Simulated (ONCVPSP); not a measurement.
Cutoff test, nickel, ONCV

- Element: nickel
- Generator: ONCVPSP 4.0.1
- Type: optimised norm-conserving Vanderbilt (ONCV)
- Functional: LDA (Perdew-Zunger)
- Relativity: scalar-relativistic
- Frozen core: [Ne]
- Valence charge: 18
- Reference configuration: 3s2 3p6 3d8 4s2
- Partial waves: 3s+4s: rc 1.45 bohr, ncon 5, nbas 9, qcut 10.3 1/bohr, 2 projectors; 3p: rc 1.00 bohr, ncon 4, nbas 7, qcut 11 1/bohr, 2 projectors, debl 3.5 Ha; 3d: rc 1.00 bohr, ncon 4, nbas 9, qcut 17.3 1/bohr, 2 projectors, debl 3.6 Ha
- Local potential: polynomial inside 0.70 bohr (lpopt 1, dvloc0 6 Ha)
- Core correction: Teter function, fcfact 4.75, rcfact 1.55

Question: For each optimised wave give the share of its norm inside rc, the residual kinetic energy above qcut (Ha) and the cutoffs (Ha) for errors of 10, 1, 0.1 and 0.01 mHa per electron.

Answer:

```tsv
wave	norm inside rc	residual KE	10 mHa	1 mHa	0.1 mHa	0.01 mHa
3s	0.981	3.5e-07	21.0	32.8	40.2	46.0
4s	0.072	2.8e-07	8.7	26.9	37.1	44.4
3p	0.787	2.3e-06	32.5	41.1	48.0	54.0
p projector 2	0.027	2.1e-06	23.0	32.9	41.1	47.9
3d	0.603	4.5e-07	86.3	104.7	119.6	131.4
d projector 2	0.062	2.4e-07	80.8	102.3	119.5	132.7
```

The occupied waves need 105 Ha and 120 Ha for 1 and 0.1 mHa.
